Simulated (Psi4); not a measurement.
C₄H₇, charge -1, singlet, geometry from GFN2-xTB (a gas-phase anion, which may not be bound at this level). Base run: HF/STO-3G (Psi4 1.11).

Psi4 was given this input:
```
memory 2 GB

molecule {
-1 1
C    -0.01707892    0.13768366    1.56711869
C    -0.00258751    0.01589936    0.23872691
H    -0.01937530   -0.90033578    2.05551585
C     0.00330867    1.25366579   -0.64010594
H    -0.00577892    2.15256181   -0.02325221
H     0.89326881    1.29293502   -1.28777368
H    -0.87285877    1.28799033   -1.30658702
C     0.01031081   -1.25397826   -0.63835837
H     0.00619538   -2.15281432   -0.01577716
H    -0.86732463   -1.30245721   -1.30263128
H     0.90215513   -1.29750313   -1.28378223
}

set {
  basis sto-3g
}

energy('scf')
print_variables()
```

Each row names what was changed in the base input (with any setting that the change needs).

```
change                               ΔE vs base (µEh)  SCF cycles  basis functions        outcome
-----------------------------------  ----------------  ----------  ---------------  -------------
base                                              0.0           8               27      converged
df_basis_scf = cc-pvqz-jkfit                      473           8               27      converged
damping_percentage = 50                             -           -               27  not converged
scf_type = cd                                     [?]           8               27      converged
guess = sapgau                                    0.0           8               27      converged
scf_type = dfdirj+cosx                           -848           9               27      converged
d_convergence = 1e-8                              0.0          11               27      converged
basis_guess = true                                0.0           7               27      converged
ints_tolerance = 1e-8                             0.0           8               27      converged
df_basis_scf = def2-universal-jkfit               0.0           8               27      converged
scf_type = mem_df                                 0.0           8               27      converged
diis_max_vecs = 15                                0.0           8               27      converged
guess = sap                                       0.0           9               27      converged
```

**Question.** Complete the blanks.

**Answer.** 
- scf_type = cd, ΔE vs base (µEh): 1665

A gas-phase anion may not be bound at this level; its values then depend on the basis.
